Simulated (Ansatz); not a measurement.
A run on CH3BFGa with other settings.

```yaml
crystal:
  periodic: [false, false, false]
  atoms:
    - {symbol: F, position_ang: [-0.644917, -1.293911, 0.221457]}
    - {symbol: C, position_ang: [0.191703, -0.632280, -0.210006]}
    - {symbol: B, position_ang: [0.442354, 0.557669, 0.582837]}
    - {symbol: Ga, position_ang: [-1.653874, 0.572145, -0.411979]}
    - {symbol: H, position_ang: [0.363387, -1.307396, -1.038786]}
    - {symbol: H, position_ang: [-0.172685, 0.824979, 1.482342]}
    - {symbol: H, position_ang: [1.401057, 1.027810, -0.087098]}
basis:
  gaussian: {orbitals: cc-pVTZ, nuclear_model: gaussian}
total_charge: 1
magnetization: {spin_polarized: true, initial_magnetization: 1}
hamiltonian: {xc: {name: HF}}
correlation: {method: rpa, electrons: all}
```

```sh
$ ansatz run in.yaml --threads 2 --pin off --events-out ev --progress --plain --max-ram 4352MiB
```

Shortened log:

```
Functional definition: HF
1054 factors; integrals over basis functions are off by at most 1.0e-3 eV
mean field evaluation 1: about -56773.0879 eV, gradient 3.9e1 eV
mean field evaluation 2: about -56773.0909 eV, gradient 3.9e1 eV
mean field evaluation 4: about -56780.4663 eV, gradient 3.6e0 eV
mean field evaluation 8: about -56780.7342 eV, gradient 2.6e-1 eV
mean field -56780.73766825 eV, -2086.6536219418 hartree, gradient 1.2e-6 eV, S^2 0.818831; 2 other end points of the search recorded, 0 dependent functions left out
reference -56780.73766825 eV, -2086.6536219418 hartree; 27, 26 occupied and 148, 149 virtual orbitals, 1054 factors
Total energy: -56804.05809767 eV, -2087.5106319159 hartree
```

Hardware: 2 threads of an Arm Neoverse V1 on a shared host. Wall time 9.5 s, peak host memory 0.47 GiB.
